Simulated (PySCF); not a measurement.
Compound: Cu2 (singlet state).
Numbering: `[Cu:1][Cu:2]`

Linear response at PBE0/aug-cc-pVTZ (PySCF, frozen core in the response, non-relativistic). Geometry: PBE0-D3(BJ)/def2-TZVP; no solvent, vibrations or thermal averaging.

Static isotropic polarisability: 80.55 au (11.94 Å³), principal values 65.2, 65.2, 111.3 au.

What is the polarisability at 1064 nm and at the sodium D line?

87.25 au at 1064 nm (+8.3 %), 112.62 au at 589.3 nm (+39.8 %). The rise at 589.3 nm is 4.79 times that at 1064 nm; a pure ω² law gives 3.26. The lowest singlet lies at 445 nm, shorter than both wavelengths.

What is the isotropic C6 coefficient between two such molecules, C6 = (3/π)∫α(iω)² dω?

943.7 au (Eh·bohr⁶) by a ten-point quadrature over imaginary frequencies, which is 564 eV·Å⁶ or 54.4 J·nm⁶/mol.

Which effective excitation energy ω̄ makes London's formula C6 = (3/4)α²ω̄ exact here?

ω̄ = 4·C6/(3α²) = 0.194 Eh = 5.3 eV. A one-pole form α(ω) = α/(1 − ω²/ω̄²) fitted to the 1064 nm value gives 4.2 eV.

What three-body coefficient follows from the one-pole estimate C9 = (3/4)·α·C6?

57000 au. This is an estimate from the two numbers above, not a computed integral.

What molar refraction at the D line follows from R = (4π/3)·N_A·α′, with α′ the polarisability volume?

α′ = 16.69 Å³ gives R = 42.10 cm³/mol, for isolated, non-vibrating species.

How many electrons N does the Slater–Kirkwood formula C6 = (3/4)·√N·α^(3/2) need to give this C6?

N = (4·C6/3)²/α³ = 3.0; the species has 58 electrons in all.

The lowest 10 singlets have (eV, f): 2.79, 0.000; 2.86, 0.003; 2.86, 0.003; 2.92, 0.202; 3.10, 0.000; 3.10, 0.000; 3.29, 0.000; 3.29, 0.000; 3.68, 0.000; 3.68, 0.000. What share of the static polarisability do they carry in the sum over states α = Σ f/ω²?

18.08 au, 22.4 % of α; the largest term, 17.59 au, is that of the state at 2.92 eV. Their oscillator strengths add up to 0.21. Higher states carry the rest.

What does −C6/R⁶ come to at R = 10 Å between centres?

-54 J/mol. This is the leading, orientation-averaged term; C8 and higher terms are left out.

How anisotropic is the static polarisability, by Δα² = ½[(α1 − α2)² + (α2 − α3)² + (α3 − α1)²]?

Δα = 46.1 au, or 0.57 of the isotropic value.
